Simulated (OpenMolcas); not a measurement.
Ni2+ (d8) among equal point charges was computed by CASSCF with the d shell active (OpenMolcas, ANO-RCC-VDZP on the metal). Its lowest spin-free states, and all those of the highest spin:

```
2S+1  Degeneracy  E (cm-1)
   3           2       0.0
   3           1      1950
   3           1      3449
   3           2      5287
   3           1      7487
   1           1     12955
   1           1     16807
   1           2     17378
   1           1     18852
   3           1     19295
   1           1     20431
   1           1     23446
   3           2     30096
```

Q: Is the site octahedral, tetrahedral or cube-like, axial, or of lower symmetry?

A: The states with 2S+1 = 3 have orbital degeneracies 2, 1, 1, 2, 1, 1, 2. There are pairs but no triples, so the site is axial: not cubic, but with a proper or improper axis of order three or more. The run had Ni2+ among 5 point charges of -2.5 e arranged as a square pyramid (C4v), 2.12 Å from the ion, with the axial distance 2.523 Å.

An orbital doublet at a regular site is open to a Jahn-Teller distortion, which this geometry leaves out. Without dynamic correlation the repulsion within the d shell is too large (B by tens of per cent), so at a given field states of lower spin stand too high. Point charges carry no covalency, so the field is a model and not that of real ligands. An unlabelled pair can be two single states that coincide in this model. No measured value stands beside these numbers.
